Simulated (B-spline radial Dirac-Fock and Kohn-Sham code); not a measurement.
## What relativity does to the binding energies of Sn

System: the free tin atom, configuration 1s2 2s2 2p6 3s2 3p6 3d10 4s2 4p6 4d10 5s2 5p2.

Both columns are ΔSCF binding energies of the configuration average from an atomic code on a B-spline grid: non-relativistic Hartree-Fock with a point nucleus, and Dirac-Fock with a finite nucleus and the Coulomb interaction alone, averaged over the two j levels with weights 2j+1.

```
shell  Hartree-Fock (eV)  Dirac-Fock (eV)  shift (eV)  shift (%)
   1s            28270.0          29303.3    +1033.28      +3.66
   2s             4237.1           4489.6     +252.47      +5.96
   2p             3948.6           4021.4      +72.80      +1.84
   3s              844.6            897.3      +52.73      +6.24
   3p              724.7            740.6      +15.84      +2.19
   3d              504.4            496.7       -7.63      -1.51
   4s              144.8            154.6       +9.83      +6.79
   4p              103.1            105.2       +2.14      +2.07
   4d              33.26            31.59       -1.67      -5.01
   5s              12.41            13.20       +0.78      +6.31
   5p               6.42             6.37       -0.05      -0.79
```

Relativity binds 1s, 2s, 2p, 3s, 3p, 4s, 4p, 5s more strongly, among those listed most of all 4s in relative terms, and 3d, 4d, 5p more weakly.

Values without a named source are computed, but for edge energies of neutral atoms, which are taken from tables.
